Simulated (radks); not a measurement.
Pt8+, configuration [Xe] 4f14 5d2.

Method: scalar-relativistic Kohn-Sham, PBE, spin-unpolarised, spherical densities, point nucleus; computed with a radial shooting solver on a logarithmic mesh with Libxc functionals.

Energy parts (hartree):
total: -18397.2708
kinetic: 20525.9859
electron-nucleus: -45396.7138
Hartree: 6823.2034
exchange-correlation: -349.7463

Orbitals (lengths in bohr, moments of r in powers of bohr; r(90%) holds 90 % of the orbital's charge):
| orbital | occ. | eigenvalue (hartree) | <r> | r(90%) | <1/r> | <r^4> |
|---|---|---|---|---|---|---|
| 1s | 2 | -2887.304 | 0.01714 | 0.0313 | 94.02 | 4.513e-07 |
| 2s | 2 | -511.1122 | 0.07234 | 0.112 | 22.03 | 0.00006650 |
| 2p | 6 | -443.5168 | 0.06523 | 0.106 | 19.66 | 0.00005364 |
| 3s | 2 | -123.6285 | 0.1871 | 0.274 | 8.166 | 0.002411 |
| 3p | 6 | -103.9473 | 0.1881 | 0.281 | 7.466 | 0.002640 |
| 3d | 10 | -82.63340 | 0.1704 | 0.264 | 7.032 | 0.002030 |
| 4s | 2 | -30.21162 | 0.4149 | 0.595 | 3.494 | 0.05449 |
| 4p | 6 | -23.75624 | 0.4417 | 0.641 | 3.159 | 0.07277 |
| 4d | 10 | -15.92220 | 0.4676 | 0.698 | 2.829 | 0.1013 |
| 5s | 2 | -8.23240 | 0.9269 | 1.31 | 1.458 | 1.303 |
| 4f | 14 | -7.20686 | 0.5107 | 0.821 | 2.404 | 0.2004 |
| 5p | 6 | -6.44523 | 1.042 | 1.49 | 1.271 | 2.122 |
| 5d | 2 | -4.29137 | 1.269 | 1.84 | 1.020 | 4.890 |

The highest occupied level is 5d at -116.77 eV. For comparison, the ionisation energy in NIST's Atomic Spectra Database is 126 eV (theoretical). In exact Kohn-Sham theory the highest level is minus the ionisation energy, but local and semilocal functionals leave it too shallow, through self-interaction and a potential that decays too fast; potentials with the right tail come closer. Summed over all electrons, <r^2> = 22.21 bohr^2, which gives a Langevin (diamagnetic) susceptibility term of -17.6 x 10^-6 cm^3/mol. The density falls to 0.001 e/bohr^3 at r = 2.55 bohr.

Beside tabulated values, note that spin-unpolarised runs miss the spin-polarisation part of the exchange energy of open shells.
